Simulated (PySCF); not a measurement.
CH6O3Si2, SMILES O=CO[SiH2]O[SiH3].

Coordinates come from a PBE-D3(BJ)/def2-SVP optimisation. This is a generated structure with no PubChem entry under its InChIKey; it may be hypothetical. Other conformers were not sampled.

Calculation: PBE-D3(BJ)/def2-SVP run with PySCF.

Frequencies are harmonic and unscaled.

A small imaginary wavenumber (i) marks a very flat motion, where grid noise or a shallow saddle decides the sign.

Computed vibrational spectrum:
| mode | ν (cm⁻¹) | IR (km/mol) | moving atoms (share of kinetic energy) |
|---|---|---|---|
| 1 | 20i | 0.0 | O 63 %, H 23 %, Si 12 % |
| 2 | 53 | 0.3 | Si 47 %, O 30 %, H 14 %, C 8 % |
| 3 | 59 | 0.0 | H 84 %, O 9 % |
| 4 | 95 | 2.5 | O 68 %, H 16 %, Si 15 % |
| 5 | 117 | 11.2 | O 74 %, Si 20 % |
| 6 | 243 | 11.8 | H 45 %, O 30 %, C 24 % |
| 7 | 283 | 7.4 | O 58 %, Si 28 %, H 8 % |
| 8 | 588 | 0.4 | Si 62 %, O 22 %, H 14 % |
| 9 | 658 | 42.1 | H 74 %, Si 16 %, O 9 % |
| 10 | 661 | 11.2 | Si 33 %, O 33 %, H 17 %, C 16 % |
| 11 | 698 | 62.2 | H 85 %, Si 8 % |
| 12 | 711 | 32.3 | H 80 %, O 10 %, Si 9 % |
| 13 | 713 | 30.5 | H 89 % |
| 14 | 768 | 113.6 | O 77 %, C 11 % |
| 15 | 871 | 433.2 | H 78 %, Si 14 % |
| 16 | 914 | 67.4 | H 96 % |
| 17 | 917 | 104.5 | H 96 % |
| 18 | 924 | 300.6 | H 92 % |
| 19 | 971 | 124.0 | H 84 %, Si 13 % |
| 20 | 1000 | 0.0 | H 57 %, C 38 % |
| 21 | 1071 | 399.6 | O 75 %, Si 16 %, H 9 % |
| 22 | 1196 | 313.0 | O 46 %, C 45 %, H 8 % |
| 23 | 1336 | 3.1 | H 85 %, O 8 % |
| 24 | 1761 | 257.1 | C 59 %, O 38 % |
| 25 | 2169 | 78.1 | H 98 % |
| 26 | 2174 | 123.7 | H 96 % |
| 27 | 2194 | 120.1 | H 96 % |
| 28 | 2218 | 57.7 | H 98 % |
| 29 | 2231 | 126.7 | H 95 % |
| 30 | 2953 | 70.6 | H 92 %, C 8 % |
